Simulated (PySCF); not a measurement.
PySCF input file for C2H2Cl2Si, SMILES C([SiH](Cl)Cl)#C, SMD-B3LYP/6-31G*. Geometry optimised at B3LYP-D3(BJ)/def2-SVP.

```python
import numpy as np
from pyscf import gto, scf, dft
from pyscf.solvent import smd

mol = gto.M(
    atom='''
    Si   -0.01071187   -0.53863564    0.00000000
    Cl   -0.92811486    0.22258995    1.68501908
    Cl   -0.92811486    0.22258995   -1.68501909
    C     1.73851155   -0.04007223    0.00000000
    C     2.91314230    0.27685803    0.00000000
    H    -0.15472089   -2.00764288   -0.00000000
    H     3.95066915    0.55976871    0.00000001
    ''',
    basis='6-31G*',
    charge=0,
    spin=0,
    max_memory=1600,
    verbose=3,
)
mf = dft.RKS(mol, xc='b3lyp').density_fit(auxbasis='def2-universal-jkfit')
mf.grids.level = 3
mf.conv_tol = 1e-9
mf.max_cycle = 100
mf.kernel()
res = {}
for name in ['water', 'dichloromethane', 'toluene']:
    s = mf.SMD()
    s.with_solvent.solvent, s.with_solvent.sasa_ng = name, 302
    s.kernel(mf.make_rdm1())
    res[name] = (s.e_tot, s.with_solvent.get_cds(), s.dip_moment(), s.mo_energy, s.converged)
    print(f'SMD {name}: dG(solv) = {(s.e_tot - mf.e_tot) * 627.509474:.3f} kcal/mol, of which CDS {res[name][1] * 627.509474:.3f}')
```

Program output:

```
converged SCF energy = -1287.32761837799
converged SCF energy = -1287.32697947115
Dipole moment(X, Y, Z, Debye):  2.93384, -0.92590,  0.00000
SMD water: dG(solv) = 0.401 kcal/mol, of which CDS 4.428
converged SCF energy = -1287.3343942146
Dipole moment(X, Y, Z, Debye):  2.84577, -0.88260,  0.00000
SMD dichloromethane: dG(solv) = -4.252 kcal/mol, of which CDS -0.857
converged SCF energy = -1287.33221919424
Dipole moment(X, Y, Z, Debye):  2.61465, -0.79018,  0.00000
SMD toluene: dG(solv) = -2.887 kcal/mol, of which CDS -1.031
```

The run converged.
